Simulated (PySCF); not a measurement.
Compound: trifluoromethylgermane, CH3F3Ge.
Numbering: `[F:1][C:2]([F:3])([F:4])[GeH3:5]` (hydrogens: H6, H7, H8 on Ge5)

A GFN2-xTB structure was refined with PySCF, PBE0-D3(BJ)/def2-SVP geometry optimisation, gas phase. Its GFN2-xTB values:

| coordinate | GFN2-xTB |
| --- | --- |
| F1–C2 | 1.354 Å |
| C2–Ge5 | 1.994 Å |
| Ge5–H6 | 1.493 Å |
| Ge5–H7 | 1.476 Å |
| F1–C2–F3 | 106.8° |
| F1–C2–Ge5 | 113.2° |

Question: How do these coordinates change at the PBE0-D3(BJ)/def2-SVP level?

Answer: 
```tsv
coordinate	PBE0-D3(BJ)/def2-SVP (Å or °)	change
Ge5–H7	1.533	+0.057
Ge5–H6	1.533	+0.040
F1–C2	1.340	-0.014
C2–Ge5	1.995	+0.001
F1–C2–Ge5	111.6	-1.6
F1–C2–F3	107.3	+0.5
```

The energy falls by 2.2 kcal/mol over 6 energy and gradient evaluations, the largest force component goes from 0.0233 to 3.8e-04 Eh/bohr, and the atoms move by 0.046 Å rms after alignment. The bond that changes most is Ge5–H7 (ends: germanium bonded to C and 3 H; Ge–H hydrogen), which lengthens by 0.057 Å. Bonds longer at the end by more than 0.005 Å: 3 of 7; shorter: 2. Rotational constants go from 5386, 1892, 1883 to 5323, 1919, 1918 MHz.

The run used 103 basis functions and 41 SCF cycles in all. On an Intel Xeon 6975P-C with one thread, shared host with 192 logical CPUs at a one-minute load of 70, this took 17 s of wall time and 0.43 GiB of memory at its peak.

Not checked by PBE0-D3(BJ)/def2-SVP frequencies.
